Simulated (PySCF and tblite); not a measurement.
The numbers below are computed, except where a source is named.
C₅H₇F₂NO, numbered as in [CH3:1][N:2]([CH:3]=[O:4])[CH2:5][CH:6]=[C:7]([F:8])[F:9].

Level: PBE0-D3(BJ)/pcSseg-1//GFN2-xTB, thermal terms from GFN2-xTB, symmetry numbers and mirror pairs counted. Conformers within 3 kcal/mol (GFN2-xTB free energy) were kept, 10 at most. Programs: PySCF with density fitting and tblite.

Torsions listed: C1–N2–C3–O4, C1–N2–C5–C6, N2–C5–C6–C7. Of a mirror pair one member is shown.

```csv
conformer,shape,symmetry,dipole D
1,"179°, -71°, 116°",C1 (pair),3.15
2,"-2°, -83°, -118°",C1 (pair),3.75
3,"-178°, -79°, -12°",C1 (pair),4.03
4,"180°, 81°, 131°",C1 (pair),4.82
5,"1°, 74°, -119°",C1 (pair),2.85
```

**Question.** Which of these conformers is the most populated at 298.15 K, and with what share?

**Answer.** Conformer 1, about 69 %.

**Question.** Give the DFT energies and free energies relative to the lowest, and all weights.

**Answer.** 
```json
{"conformer": "1", "shape": "179°, -71°, 116°", "E(DFT) kcal/mol": "0.00", "G(298.15 K) kcal/mol": "0.00", "weight %": "68.8"}
{"conformer": "2", "shape": "-2°, -83°, -118°", "E(DFT) kcal/mol": "1.79", "G(298.15 K) kcal/mol": "1.81", "weight %": "3.2"}
{"conformer": "3", "shape": "-178°, -79°, -12°", "E(DFT) kcal/mol": "2.22", "G(298.15 K) kcal/mol": "2.52", "weight %": "1.0"}
{"conformer": "4", "shape": "180°, 81°, 131°", "E(DFT) kcal/mol": "2.04", "G(298.15 K) kcal/mol": "1.89", "weight %": "2.8"}
{"conformer": "5", "shape": "1°, 74°, -119°", "E(DFT) kcal/mol": "0.57", "G(298.15 K) kcal/mol": "0.62", "weight %": "24.1"}
```

**Question.** How does its share change from 220 K to 380 K?

**Answer.** From 78 % to 61 %; the mixing entropy goes from 2.62 to 3.46 cal/(mol K).


Conformer gaps in pcSseg-1 on xTB geometries can be 2 kcal/mol off for S=O, P=O and other polar bonds.